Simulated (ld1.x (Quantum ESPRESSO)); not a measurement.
## u(r) = r·R(r): atom against pseudo-atom (aluminium)

Columns: radius, all-electron u(r) and pseudo u(r) of the 3p shell (level -2.79 eV) of aluminium in the configuration [Ne] 3s2 3p1; LDA (PZ), scalar-relativistic, TM semilocal scheme, ld1.x (Quantum ESPRESSO) 7.5.

```csv
r (bohr),all-electron,pseudo
0.118,0.0935,-0.0032
0.235,0.1884,-0.0126
0.353,0.2186,-0.0283
0.470,0.1962,-0.0495
0.588,0.1421,-0.0763
0.705,0.0725,-0.1076
0.822,-0.0030,-0.1429
0.940,-0.0792,-0.1817
1.058,-0.1518,-0.2229
1.175,-0.2183,-0.2649
1.292,-0.2784,-0.3070
1.410,-0.3323,-0.3484
1.528,-0.3794,-0.3876
1.645,-0.4196,-0.4232
1.763,-0.4538,-0.4552
1.880,-0.4820,-0.4824
1.998,-0.5050,-0.5050
2.115,-0.5228,-0.5228
2.232,-0.5362,-0.5362
2.350,-0.5457,-0.5457
2.468,-0.5516,-0.5516
2.585,-0.5542,-0.5542
2.702,-0.5540,-0.5540
2.820,-0.5514,-0.5514
2.938,-0.5466,-0.5466
3.055,-0.5401,-0.5401
```

**Question.** How many radial nodes do the two functions have?

**Answer.** The all-electron 3p function has n − l − 1 = 1; the pseudo-wave has 0, since the states of the same l below it are removed with the core.

**Question.** At about which radius was the pseudo-wave matched?

**Answer.** 2.35 bohr. The columns agree to 0.0005 from 1.88 bohr on; several derivatives are matched, so the curves merge somewhat inside the radius.

**Question.** Is the pseudo-wave norm-conserving?

**Answer.** Yes: the TM semilocal scheme keeps the norm inside the radius equal to the all-electron one, which fixes the energy derivative of the logarithmic derivative at the level.
